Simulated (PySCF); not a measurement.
PySCF input for 1,1,1,2-tetrafluoroethane (C₂H₂F₄), SMILES FCC(F)(F)F, TDDFT-PBE/def2-SVPD. Geometry: PBE-D3(BJ)/def2-SVP.

```python
import numpy as np
from pyscf import gto, scf, dft, tdscf

mol = gto.M(
    atom='''
    F     0.16031646    1.96050281   -0.00000001
    C    -0.73783692    0.92370700    0.00000001
    C    -0.00270547   -0.41202175    0.00000000
    F     0.77727415   -0.55134813    1.09024869
    F     0.77727411   -0.55134814   -1.09024872
    F    -0.91452039   -1.41386103    0.00000002
    H    -1.37992228    0.96718943    0.90633105
    H    -1.37992231    0.96718942   -0.90633099
    ''',
    basis='def2-SVPD',
    charge=0,
    spin=0,
    symmetry=True,
    max_memory=1600,
    verbose=4,
)
mf = dft.RKS(mol, xc='pbe').density_fit(auxbasis='def2-universal-jkfit')
mf.grids.level = 3
mf.conv_tol = 1e-9
mf.max_cycle = 100
mf.kernel()
mf.grids = dft.Grids(mol).set(level=1).build(with_non0tab=True)  # coarser grid for the response kernel
td = tdscf.TDDFT(mf)
td.singlet = True
td.nstates = 10
td.conv_tol = 1e-4
td.positive_eig_threshold = 1e-6
td.kernel(x0=td.get_init_guess(mf, 15))
td.analyze()
tt = tdscf.TDA(mf)
tt.singlet = False
tt.nstates = 4
tt.conv_tol = 1e-4
tt.positive_eig_threshold = 1e-6
tt.kernel(x0=tt.get_init_guess(mf, 9))
tt.analyze(verbose=3)
```

Log of the run:

```
PySCF version 2.14.0

[INPUT] verbose = 4
[INPUT] num. atoms = 8
[INPUT] num. electrons = 50
[INPUT] charge = 0
[INPUT] spin (= nelec alpha-beta = 2S) = 0
[INPUT] symmetry True subgroup None
[INPUT] Mole.unit = angstrom
[INPUT] Symbol           X                Y                Z      unit          X                Y                Z       unit  Magmom
[INPUT]  1 F      0.160316460000   1.960502810000  -0.000000010000 AA    0.302954202660   3.704813377340  -0.000000018897 Bohr   0.0
[INPUT]  2 C     -0.737836920000   0.923707000000   0.000000010000 AA   -1.394309703393   1.745553249344   0.000000018897 Bohr   0.0
[INPUT]  3 C     -0.002705470000  -0.412021750000   0.000000000000 AA   -0.005112597338  -0.778608264864   0.000000000000 Bohr   0.0
[INPUT]  4 F      0.777274150000  -0.551348130000   1.090248690000 AA    1.468835267204  -1.041896964991   2.060271431766 Bohr   0.0
[INPUT]  5 F      0.777274110000  -0.551348140000  -1.090248720000 AA    1.468835191615  -1.041896983888  -2.060271488458 Bohr   0.0
[INPUT]  6 F     -0.914520390000  -1.413861030000   0.000000020000 AA   -1.728193072430  -2.671810124895   0.000000037795 Bohr   0.0
[INPUT]  7 H     -1.379922280000   0.967189430000   0.906331050000 AA   -2.607675182385   1.827723133274   1.712717462689 Bohr   0.0
[INPUT]  8 H     -1.379922310000   0.967189420000  -0.906330990000 AA   -2.607675239077   1.827723114377  -1.712717349306 Bohr   0.0

nuclear repulsion = 270.283271701419
point group symmetry = Cs
symmetry origin: [ 1.51178090e-09 -2.26767144e-09 -2.26767141e-09]
symmetry axis x: [ 1.00000000e+00  1.28117731e-09 -3.60694561e-08]
symmetry axis y: [ 1.28117736e-09 -1.00000000e+00  1.42791988e-09]
symmetry axis z: [-3.60694561e-08 -1.42791973e-09 -1.00000000e+00]
num. orbitals of irrep A' = 91
num. orbitals of irrep A" = 57
number of shells = 60
number of NR pGTOs = 212
number of NR cGTOs = 148
basis = def2-SVPD
ecp = {}


[settings echo left out]
init E= -476.611073358881
HOMO (A') = -0.352560809603895  LUMO (A') = -0.0180229468993454  gap/eV = 9.10324
cycle= 1 E= -475.871951597841  delta_E= 0.739  |g|= 0.855  |ddm|= 3.22
HOMO (A") = -0.26699862066988  LUMO (A') = -0.0220286184096006  gap/eV = 6.66597
cycle= 2 E= -475.484154619118  delta_E= 0.388  |g|= 1.78  |ddm|= 1.82
HOMO (A') = -0.323761419819559  LUMO (A') = -0.00926534462867812  gap/eV = 8.55787
cycle= 3 E= -475.994041854807  delta_E= -0.51  |g|= 0.0845  |ddm|= 1.22
HOMO (A') = -0.325633976990472  LUMO (A') = -0.0133584853508584  gap/eV = 8.49745
cycle= 4 E= -475.994662100462  delta_E= -0.00062  |g|= 0.0686  |ddm|= 0.119
HOMO (A') = -0.32729010997019  LUMO (A') = -0.0126475446152012  gap/eV = 8.56186
cycle= 5 E= -475.99548870151  delta_E= -0.000827  |g|= 0.0145  |ddm|= 0.0533
HOMO (A') = -0.325967008475098  LUMO (A') = -0.0119579084000536  gap/eV = 8.54462
cycle= 6 E= -475.995520053529  delta_E= -3.14e-05  |g|= 0.00515  |ddm|= 0.0134
HOMO (A') = -0.326244265166386  LUMO (A') = -0.0121344865395288  gap/eV = 8.54736
cycle= 7 E= -475.995525314488  delta_E= -5.26e-06  |g|= 0.000854  |ddm|= 0.00482
HOMO (A') = -0.32628944692926  LUMO (A') = -0.0121511875878211  gap/eV = 8.54814
cycle= 8 E= -475.995525417819  delta_E= -1.03e-07  |g|= 0.000333  |ddm|= 0.000768
HOMO (A') = -0.32627612462951  LUMO (A') = -0.0121448791391496  gap/eV = 8.54795
cycle= 9 E= -475.995525435984  delta_E= -1.82e-08  |g|= 5.4e-05  |ddm|= 0.000299
HOMO (A') = -0.326273580088523  LUMO (A') = -0.0121430570679188  gap/eV = 8.54793
cycle= 10 E= -475.995525436498  delta_E= -5.14e-10  |g|= 1.58e-05  |ddm|= 6.12e-05
HOMO (A') = -0.32627771514225  LUMO (A') = -0.0121455423792791  gap/eV = 8.54797
Extra cycle  E= -475.995525436471  delta_E= 2.71e-11  |g|= 1.93e-05  |ddm|= 3.36e-05
converged SCF energy = -475.995525436471
tot grids = 36504
Overwritten attributes  positive_eig_threshold  of <class 'pyscf.tdscf.rks.CasidaTDDFT'>


******** <class 'pyscf.tdscf.rks.CasidaTDDFT'> for <class 'pyscf.df.df_jk.DFSymAdaptedRKS'> ********
nstates = 10 singlet
deg_eia_thresh = 1.000e-03
wfnsym = None
conv_tol = 0.0001
eigh lindep = 1e-12
eigh level_shift = 0
eigh max_cycle = 100


Excitation energies (eV)
[ 8.69442196  8.76084611  9.11294365  9.19298191  9.77110326 10.01629737
 10.0181268  10.11672644 10.19108132 10.22223633]

** Singlet excitation energies and oscillator strengths **
Excited State   1:   A'      8.69442 eV    142.60 nm  f=0.0142
      25 -> 26        0.68804
      25 -> 27        0.15182
Excited State   2:   A"      8.76085 eV    141.52 nm  f=0.0069
      24 -> 26       -0.69767
      24 -> 27       -0.10947
Excited State   3:   A'      9.11294 eV    136.05 nm  f=0.0101
      25 -> 26       -0.14988
      25 -> 27        0.68816
Excited State   4:   A"      9.19298 eV    134.87 nm  f=0.0115
      24 -> 26        0.10888
      24 -> 27       -0.69659
Excited State   5:   A"      9.77110 eV    126.89 nm  f=0.0019
      23 -> 26       -0.69636
Excited State   6:   A'     10.01630 eV    123.78 nm  f=0.0081
      24 -> 28        0.23691
      25 -> 29        0.66399
Excited State   7:   A"     10.01813 eV    123.76 nm  f=0.0270
      23 -> 27       -0.11286
      25 -> 28       -0.67362
      25 -> 30       -0.12350
Excited State   8:   A"     10.11673 eV    122.55 nm  f=0.0157
      24 -> 29       -0.69759
Excited State   9:   A"     10.19108 eV    121.66 nm  f=0.0044
      22 -> 26        0.32797
      23 -> 27        0.61253
Excited State  10:   A'     10.22224 eV    121.29 nm  f=0.0628
      21 -> 26        0.16912
      24 -> 28       -0.63694
      25 -> 29        0.22102

** Transition electric dipole moments (AU) **
state          X           Y           Z        Dip. S.      Osc.
  1         0.2533     -0.0478     -0.0000      0.0664      0.0142
  2        -0.0000      0.0000     -0.1797      0.0323      0.0069
  3         0.1642     -0.1352      0.0000      0.0453      0.0101
  4        -0.0000     -0.0000     -0.2255      0.0508      0.0115
  5        -0.0000     -0.0000     -0.0892      0.0080      0.0019
  6         0.0092     -0.1813     -0.0000      0.0330      0.0081
  7         0.0000     -0.0000     -0.3314      0.1098      0.0270
  8         0.0000     -0.0000      0.2516      0.0633      0.0157
  9        -0.0000     -0.0000     -0.1331      0.0177      0.0044
 10        -0.4937     -0.0844      0.0000      0.2509      0.0628

** Transition velocity dipole moments (imaginary part, AU) **
state          X           Y           Z        Dip. S.      Osc.
  1         0.0801     -0.0174      0.0000      0.0067      0.0140
  2        -0.0000     -0.0000     -0.0573      0.0033      0.0068
  3         0.0595     -0.0504     -0.0000      0.0061      0.0121
  4         0.0000      0.0000     -0.0830      0.0069      0.0136
  5        -0.0000     -0.0000     -0.0325      0.0011      0.0020
  6         0.0005     -0.0630      0.0000      0.0040      0.0072
  7        -0.0000      0.0000     -0.1196      0.0143      0.0259
  8        -0.0000     -0.0000      0.0965      0.0093      0.0167
  9        -0.0000     -0.0000     -0.0504      0.0025      0.0045
 10        -0.1823     -0.0283      0.0000      0.0340      0.0604

** Transition magnetic dipole moments (imaginary part, AU) **
state          X           Y           Z
  1        -0.0000     -0.0000     -0.3252
  2        -0.3254      0.6403     -0.0000
  3         0.0000      0.0000      0.1740
  4         0.6143      0.1326      0.0000
  5         0.1411     -0.1703     -0.0000
  6        -0.0000     -0.0000     -0.1099
  7        -0.0099      0.0286      0.0000
  8        -0.1158      0.0434     -0.0000
  9        -0.2863      0.2529     -0.0000
 10        -0.0000      0.0000     -0.0850
Overwritten attributes  positive_eig_threshold  of <class 'pyscf.tdscf.rks.TDA'>


******** <class 'pyscf.tdscf.rks.TDA'> for <class 'pyscf.df.df_jk.DFSymAdaptedRKS'> ********
nstates = 4 triplet
deg_eia_thresh = 1.000e-03
wfnsym = None
conv_tol = 0.0001
eigh lindep = 1e-12
eigh level_shift = 0
eigh max_cycle = 100


Excitation energies (eV)
[8.31019787 8.4173931  8.82072027 8.882784  ]

** Triplet excitation energies and oscillator strengths **
Excited State   1:   A'      8.31020 eV    149.20 nm  f=0.0000
Excited State   2:   A"      8.41739 eV    147.30 nm  f=0.0000
Excited State   3:   A'      8.82072 eV    140.56 nm  f=0.0000
Excited State   4:   A"      8.88278 eV    139.58 nm  f=0.0000
```

The calculation finished and met its thresholds.
